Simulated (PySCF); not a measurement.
**Bond energies at r²SCAN/def2-TZVPP beside a composite method**

PySCF, lowest determinants of a PBE0 search. The composite is CCSD(T) extrapolated to the basis-set limit from two correlation-consistent sets, with core-valence (CV) and scalar-relativistic (SR) terms as its label shows; it has no spin–orbit coupling and nothing beyond (T).

```csv
species,state (unpaired electrons),De r²SCAN (eV),De composite (eV),composite,dissociates to
PbS,singlet (closed shell),4.73,4.69,CCSD(T)/CBS(DT)+CV,Pb + S
CdI,doublet (σ ↑),1.39,1.13,CCSD(T)/CBS(DT),Cd + I
ICl,singlet (closed shell),2.40,2.43,CCSD(T)/CBS(TQ)+CV,I + Cl
CBr,doublet (π ↑),3.78,3.56,CCSD(T)/CBS(TQ)+CV,C + Br
BeI,doublet (σ ↑),3.05,2.61,CCSD(T)/CBS(TQ)+CV,Be + I
NaBr,singlet (closed shell),3.87,3.78,CCSD(T)/CBS(DT)+CV,Na + Br
O2,triplet (π ↑↑),5.63,5.19,CCSD(T)/CBS(TQ)+CV+SR,O + O
BI,singlet (closed shell),3.79,3.75,CCSD(T)/CBS(TQ)+CV,B + I
```

Question: Does r²SCAN bind more or less than the composite, by how much on average, and where is the difference largest?

Answer: r²SCAN/def2-TZVPP binds more on average, method and basis taken together: the mean signed difference is +0.19 eV and the mean absolute one 0.19 eV; it is largest for BeI (+0.44 eV).

The molecules are drawn from runs that passed checks on state, spin purity and fit, so the hardest cases are missing and the errors look smaller than over all diatomics.

Correlated steps freeze the inner cores (2 to 14 orbitals); shallow outer-core shells are correlated. These are scalar-relativistic numbers at best; spin–orbit coupling would shift them, the dissociation energy most. Where the molecule has an RHF reference, its open-shell atoms are computed with UHF. The CCSD T1 diagnostic is raised in BI, PbS, a sign that a single reference may not be enough there. States were picked by a PBE0 search and need not be the measured ground states.
